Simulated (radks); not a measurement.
Radial electron density D(r) = 4 pi r^2 rho(r) of an atom or ion with 34 electrons. All-electron calculation, scalar-relativistic Kohn-Sham, exchange-only PBE, spin-polarised, spherical densities, point nucleus. Program: a radial shooting solver on a logarithmic mesh with Libxc functionals.

```
   r/bohr * D(r) (the largest magnitude, 51.5, reaches the edge; | marks zero)
 0.002456 | *
 0.003224 |   *
 0.004198 |     *
  0.00551 |        *
 0.007232 |             *
 0.009417 |                   *
  0.01236 |                          *
   0.0161 |                                  *
  0.02113 |                                         *
  0.02751 |                                             *
  0.03611 |                                            *
   0.0474 |                                        *
  0.06172 |                                     *
  0.08101 |                                         *
   0.1055 |                                                  *
   0.1385 |                                                      *
   0.1817 |                                              *
   0.2366 |                                *
   0.3106 |                              *
   0.4045 |                                   *
   0.5309 |                                  *
   0.6968 |                     *
   0.9074 |         *
    1.191 |     *
    1.551 |    *
    2.036 |  *
    2.651 |*
    3.479 *
    4.567 *
    5.946 *
```

What is the nuclear charge?

Answer. Z = 35. The innermost maximum, from 1s, lies near gamma/Z bohr with gamma = sqrt(1 - (Z/c)^2) = 0.967, here 0.0276 bohr (found: 0.0300), and its height grows with Z. The density is that of the bromine ion Br+ in [Ar] 3d10 4s2 4p4; the configuration itself is not fixed sharply by these data, and Z only to about a unit. D(r) has 3 maxima, at r = 0.0300, 0.134, 0.449 bohr, and minima at 0.0622, 0.284 bohr, inside which lie 2.07, 10.99 electrons.
